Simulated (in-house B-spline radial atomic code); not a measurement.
A fraction x of an electron is removed from 4d in the ruthenium ion Ru⁺, starting from [Kr] 4d7 and keeping the highest spin. Computed with a radial B-spline atomic code at the basis-set limit: scalar-relativistic (X2C) Hartree-Fock with fractional occupations, spin-polarised, spherical fractional occupations, Fermi nucleus of rms radius 4.4809 fm.

Caution: exact exchange at fractional occupations of open shells leaves self-interaction of up to several eV.

```json
{"x": "0", "E(x) - E(0) (eV)": "0.0000", "4d down level (eV)": "-8.268"}
{"x": "0.05", "E(x) - E(0) (eV)": "0.4225", "4d down level (eV)": "-8.633"}
{"x": "0.16", "E(x) - E(0) (eV)": "1.4169", "4d down level (eV)": "-9.450"}
{"x": "0.32", "E(x) - E(0) (eV)": "3.0259", "4d down level (eV)": "-10.669"}
{"x": "0.46", "E(x) - E(0) (eV)": "4.5959", "4d down level (eV)": "-11.764"}
{"x": "0.5", "E(x) - E(0) (eV)": "5.0727", "4d down level (eV)": "-12.081"}
{"x": "0.55", "E(x) - E(0) (eV)": "5.6868", "4d down level (eV)": "-12.481"}
{"x": "0.73", "E(x) - E(0) (eV)": "8.0645", "4d down level (eV)": "-13.945"}
{"x": "0.85", "E(x) - E(0) (eV)": "9.7976", "4d down level (eV)": "-14.942"}
{"x": "0.94", "E(x) - E(0) (eV)": "11.1765", "4d down level (eV)": "-15.701"}
{"x": "1", "E(x) - E(0) (eV)": "12.1338", "4d down level (eV)": "-16.212"}
```

The exact functional would give a straight line between the two integer points. Deviations E(x) - E(0) - x[E(1) - E(0)], in eV: -0.184 at x = 0.05, -0.525 at x = 0.16, -0.857 at x = 0.32, -0.986 at x = 0.46, -0.994 at x = 0.5, -0.987 at x = 0.55, -0.793 at x = 0.73, -0.516 at x = 0.85, -0.229 at x = 0.94.

The curve lies below the straight line by up to 0.994 eV (at x = 0.5): with spherically averaged exact exchange in an open shell, this holds the self-interaction named above.

(1) How well does Slater's transition state (minus the level at half occupation) give the ionisation energy?

## Answers

(1) It gives 12.081 eV against 12.134 eV from the two total energies; NIST lists 16.76 eV, ground level to ground level. The end point has an open shell averaged over its orbitals, so its exact exchange keeps a self-interaction and this is no true integer point.
